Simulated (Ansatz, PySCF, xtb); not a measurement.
Complex: H2O (SMILES O) (first 3 atoms) with C2H6O (SMILES CCO); geometry from B3LYP-D3(BJ)/def2-TZVP.
(charge 0, multiplicity 1):
```xyz
12

O     -0.21921     0.30779     0.17249
H      0.30395     0.10224     0.96663
H      0.12509    -0.26415    -0.51973
C     -1.29795     0.43423     3.51739
C     -0.26366    -0.67227     3.43590
O      0.91391    -0.27515     2.71617
H     -2.18899     0.08203     4.04188
H     -1.58747     0.76099     2.51834
H     -0.90854     1.29501     4.06826
H      0.01825    -1.02282     4.43436
H     -0.65598    -1.52502     2.88210
H      1.29327     0.49866     3.14814
```

Monomers are frozen at their geometry in the pair; levels with a basis set take the counterpoise correction.

Programs: Ansatz (Gaussian orbitals); PySCF for the dispersion terms; xtb for the GFN methods. Each number belongs to the level named beside it.

One of these levels gives -289.7 meV for the interaction energy. Which one is it?
(A) GFN1-xTB
(B) r2SCAN-D4/def2-TZVPPD
(C) BLYP/def2-TZVPPD

B, r2SCAN-D4/def2-TZVPPD. The others give -226.7 (GFN1-xTB), -185.3 (BLYP/def2-TZVPPD)

Ansatz is a program for electronic structure.
